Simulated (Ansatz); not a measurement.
Problem. Name a neutral molecule of C, Ge, Se and H with HOMO energy (PBE0/def2-TZVPP) between -6.25 and -5.95 eV and size of the dipole moment (B3LYP/def2-TZVPP) between 1.90 and 2.20 D (Ansatz, PBE0-D4/def2-TZVP geometry).

Solution. `C[C]([GeH3])=[Se]` (-6.09 eV, 2.04 D). Other molecules can fit too; these were computed, each in one conformer that needn't be the lowest.

B3LYP here is the variant with VWN-RPA as its local correlation; programs differ in this.
